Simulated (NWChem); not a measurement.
System: Si2H5OF; SMILES O[Si@H](F)[SiH3]

```xyz
9

O     -1.3969    -1.1047     0.3629
Si     0.0127    -0.5593    -0.3097
F      1.2849    -1.2688     0.4215
Si     0.1009     1.7415     0.0905
H     -1.6475    -2.0209     0.2071
H      0.1144    -0.9557    -1.7459
H     -1.0338     2.4191    -0.6078
H      1.3876     2.2950    -0.4311
H      0.0108     2.0065     1.5576
```
Atoms are numbered in this order, from 1.

Program: NWChem. STO-3G and 3-21G are far too small for this property and stand as cheap habits. Geometry: optimised at PBE0/def2-SVP. B3LYP is NWChem's, with the RPA form of VWN correlation. Field at 589 nm.

### Question
Estimate the computed values for B3LYP/STO-3G. Quantities: isotropic polarisability (bohr³); anisotropy (bohr³).

### Answer
| Quantity | Result |
|---|---|
| isotropic polarisability (bohr³) | 27.6 |
| anisotropy (bohr³) | 13.2 |
